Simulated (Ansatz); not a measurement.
Task: Name a neutral molecule of O, S, Ta and H with HOMO energy (PBE0/def2-TZVPP) between -7.70 and -7.40 eV and HOMO energy (B3LYP/def2-TZVPP) between -7.50 and -7.20 eV (Ansatz, PBE0-D4/def2-TZVP geometry).

Result: `[OH][Ta]([OH])([OH])=[S]` (-7.56 eV, -7.30 eV). Other molecules can fit too; these were computed, each in one conformer that needn't be the lowest.

B3LYP here is the variant with VWN-RPA as its local correlation; programs differ in this.
